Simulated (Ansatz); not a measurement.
The same ligand exchange along the group Ti, Zr, Hf.

Isolated molecules relaxed with PBE0-D4/def2-TZVP in Ansatz; ΔE leaves out vibrations. CCSD(T)/CBS adds triple-zeta CCSD(T) − MP2 to the extrapolated MP2 energy (def2 sets, frozen cores). This one scheme is used for every species. DFT in def2-TZVPP. Elements past krypton have def2 core potentials. For Hf, Ti, Zr outer-core shells are correlated without core-valence functions, which leaves a few kJ/mol of doubt a bond. Scalar relativity is left out up to krypton. One conformer a species, not always the lowest.

```
                                                              reaction  B2PLYP (kcal/mol)  RPA@PBE/def2-TZVPP (kcal/mol)  CCSD(T)/CBS(def2) (kcal/mol)
`[NH2][Ti]([Cl])([Cl])[Cl]` + NH₃ → `[NH2][Ti]([NH2])([Cl])[Cl]` + HCl               19.4                           16.9                          17.8
`[NH2][Zr]([Cl])([Cl])[Cl]` + NH₃ → `[NH2][Zr]([NH2])([Cl])[Cl]` + HCl               22.8                           21.0                          22.5
`[NH2][Hf]([Cl])([Cl])[Cl]` + NH₃ → `[NH2][Hf]([NH2])([Cl])[Cl]` + HCl               22.5                           20.7                          22.2
```

Largest T1 diagnostic: 0.025, for `[NH2][Ti]([NH2])([Cl])[Cl]`.
